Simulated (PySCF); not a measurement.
C3H9FSi, SMILES F[SiH2]CCC.

Coordinates come from a PBE-D3(BJ)/def2-SVP optimisation. One conformer was computed; it need not be the lowest.

The numbers are results of PBE-D3(BJ)/def2-SVP (PySCF), not measurements.

Frequencies are harmonic and unscaled.

```tsv
mode	ν (cm⁻¹)	IR (km/mol)	Raman (Å⁴/amu)	depolarisation	moving atoms (share of kinetic energy)
1	49	0.9	0.5	0.74	F 31 %, Si 26 %, H 24 %, C 19 %
2	100	0.5	0.1	0.62	C 45 %, H 37 %, F 11 %
3	158	1.7	0.4	0.70	H 43 %, C 21 %, F 19 %, Si 17 %
4	234	3.9	0.6	0.64	F 30 %, H 29 %, C 24 %, Si 17 %
5	273	0.5	0.4	0.23	H 73 %, C 22 %
6	391	0.4	1.4	0.54	C 47 %, H 47 %
7	494	13.2	4.1	0.55	H 83 %
8	663	28.6	10.7	0.11	C 43 %, H 30 %, Si 26 %
9	713	39.9	11.7	0.72	H 80 %, Si 9 %
10	752	4.6	5.2	0.61	H 79 %, C 18 %
11	809	12.7	4.0	0.75	H 75 %, C 23 %
12	832	16.2	7.9	0.69	F 49 %, H 32 %, Si 18 %
13	873	12.3	6.1	0.60	C 52 %, H 45 %
14	897	238.9	7.9	0.54	H 70 %, Si 19 %
15	930	101.7	13.5	0.61	H 86 %, Si 10 %
16	990	13.4	3.1	0.68	H 78 %, C 20 %
17	1010	20.8	1.6	0.75	H 79 %, C 18 %
18	1068	10.8	3.2	0.66	C 64 %, H 36 %
19	1171	6.4	4.1	0.72	H 67 %, C 33 %
20	1194	15.5	2.6	0.55	H 58 %, C 41 %
21	1271	0.5	6.3	0.72	H 83 %, C 16 %
22	1311	7.7	0.9	0.75	H 70 %, C 30 %
23	1354	6.1	5.4	0.74	H 75 %, C 25 %
24	1373	3.3	15.2	0.75	H 91 %, C 9 %
25	1415	1.1	24.5	0.75	H 96 %
26	1423	8.9	15.8	0.74	H 97 %
27	1429	3.4	0.5	0.41	H 92 %
28	2161	98.4	138.7	0.12	H 97 %
29	2173	128.9	84.6	0.38	H 96 %
30	2961	13.4	167.6	0.05	H 95 %
31	2964	35.3	22.9	0.47	H 96 %
32	2966	5.4	184.0	0.07	H 94 %
33	3002	10.6	135.3	0.65	H 91 %, C 9 %
34	3022	8.5	63.6	0.71	H 91 %, C 9 %
35	3045	35.1	24.4	0.60	H 91 %, C 9 %
36	3061	22.0	90.4	0.62	H 91 %, C 9 %
```
